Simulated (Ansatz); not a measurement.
Two isomers of C2H8SSi2: A = `S[SiH]1C[SiH2]C1`, B = `SC1[SiH2]C[SiH2]1`.

Computed with Ansatz on PBE0-D4/def2-TZVP structures; ΔE is electronic, products minus reactants. CBS: MP2 limit from def2 TZ/QZ plus the TZ coupled-cluster correction, frozen cores. DFT in def2-TZVPP. B3LYP here is the variant with VWN-RPA as its local correlation; programs differ in this. Each species was taken in one conformer, which may not be the lowest.

A:

```xyz
13

S    -2.056   -0.809    1.802
Si   -0.984   -0.206    0.050
C     0.125    1.317    0.162
Si    1.476    0.251   -0.632
C     0.487   -1.330   -0.293
H    -2.982    0.160    1.703
H    -1.917   -0.105   -1.105
H    -0.193    2.226   -0.346
H     0.372    1.557    1.200
H     2.817    0.322    0.010
H     1.624    0.517   -2.088
H     0.837   -1.823    0.619
H     0.394   -2.076   -1.080
```

B:

Z-matrix (Å, degrees):
```
Si
C 1 1.904
Si 1 2.601 2 46.8
C 1 1.890 2 90.9 3 -16.5
H 1 1.488 2 115.2 3 -136.9
H 1 1.486 2 111.0 3 97.9
S 2 1.794 1 117.2 3 -124.5
H 2 1.096 1 107.5 3 109.9
H 3 1.489 1 140.7 2 -77.3
H 3 1.485 1 109.8 2 100.6
H 4 1.093 1 111.9 2 -96.0
H 4 1.089 1 117.7 2 136.7
H 7 1.345 2 98.7 1 165.2
```

Which isomer does CCSD(T)/CBS put lower? Give the gap. (An estimate is asked.)

The calculation gave: A, by 29.5 kcal/mol.

Give E(B) − E(A) in kcal/mol with PBE0-D4, CCSD/def2-TZVPP, r2SCAN-D4, ωB97M-V, CCSD(T)/def2-TZVPP, PBE-D4, B3LYP. (Estimate.)

The calculation gave: PBE0-D4 30.0, CCSD/def2-TZVPP 29.5, r2SCAN-D4 31.0, ωB97M-V 29.7, CCSD(T)/def2-TZVPP 29.4, PBE-D4 29.5, B3LYP 29.6. None reverses the order clearly.

Largest T1 diagnostic: 0.011.
